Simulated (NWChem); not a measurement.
System: AlHSClF; SMILES [Al]([Cl])([SH])[F]

Input file for NWChem:

```
start job
memory heap 200 mb stack 900 mb global 1100 mb
geometry units angstroms noautosym nocenter noautoz
  Al     0.345869     0.036806     0.005886
  Cl    -0.647975     1.864312    -0.013467
  F      2.002964     0.017750     0.008540
  S     -0.736139    -1.831284     0.022426
  H      0.405754    -2.557524     0.031487
end
basis spherical
  * library 6-31g*
end
dft
  xc xcamb88 1.00 lyp 0.81 vwn_5 0.19 hfexch 1.00
  cam 0.33 cam_alpha 0.19 cam_beta 0.46
  iterations 150
end
property
  efieldgrad
end
task dft property
```

Structure relaxed at the PBE0/def2-SVP level.

Vzz is the largest principal value of the second derivative of the potential at the nucleus (NWChem prints the opposite sign); η is the asymmetry. Non-relativistic.

Atoms are numbered as in the input.

**Question.** Predict the main results of this run. (CAM-B3LYP/6-31G* (spherical d).) Quantities: Vzz Al1 (a.u.); η Al1; Vzz Cl2 (a.u.); η Cl2; Vzz S4 (a.u.); η S4.

**Answer.** 
```yaml
Vzz Al1 (a.u.): 0.679
"η Al1": 0.21
Vzz Cl2 (a.u.): 1.429
"η Cl2": 0.24
Vzz S4 (a.u.): 1.638
"η S4": 0.95
```
